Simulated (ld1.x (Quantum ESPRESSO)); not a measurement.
Building the TM potential for lanthanum (PBE, scalar-relativistic).

ld1.x (Quantum ESPRESSO) 7.5 input, shortened:

```
&input
   title='La', zed=57., rel=1, dft='PBE', iswitch=3,
   config='[Xe] 4f0 5d1 6s1.5 6p0'
 /
 &inputp
   pseudotype=2, tm=.true., lloc=2,
   nlcc=.false.
 /
4
6S  1  0   1.50   0.00  3.05  3.05  0.0
5P  2  1   6.00   0.00  2.55  2.55  0.0
4F  4  3   0.00   0.00  1.35  1.35  0.0
5D  3  2   1.00   0.00  3.45  3.45  0.0
 &test
   configts(1)='4f0 5p6 5d1 6s1.5 6p0'
 /
```

All-electron outer shells of the reference configuration (PBE, scalar-relativistic, ld1.x):

| shell | level (eV) | outermost node (bohr) | outermost maximum (bohr) |
| --- | --- | --- | --- |
| 4d | -106.64 | 0.32 | 0.68 |
| 5s | -41.70 | 0.77 | 1.41 |
| 5p | -25.17 | 0.83 | 1.58 |
| 4f | -7.12 | – | 0.75 |
| 6s | -5.94 | 1.86 | 3.69 |
| 5d | -5.69 | 0.95 | 2.19 |
| 6p | -3.30 | 2.19 | 4.69 |

What the tests gave:

| Quantity | Value |
| --- | --- |
| Cutoffs needed | 18 Ry and 25 Ry (the cutoffs (Ry, on a coarse ladder) from which the occupation-weighted sum of valence levels, in a spherical-Bessel basis at the reference potential, stays within 10 and 1 mRy of its value at 400 Ry) The cutoffs count occupied waves only; the empty 4f level needs 160 Ry at the loose tolerance. |
| Ghost test | ghost state, extra bound levels that the all-electron valence spectrum of the same l lacks: s at -19.2 eV; a true bound ghost makes a file unfit for plane-wave use (spherical-Bessel basis up to 400 Ry, 20 bohr box) |
| Configuration tests | 1 of 7 tests not solved or not reliable; not counted: 4f1 5p6 5d0 6s2 6p0 (solver errors, printed error -1499 eV) |

Generation and tests took about 2.6 s on one core of a shared server CPU.
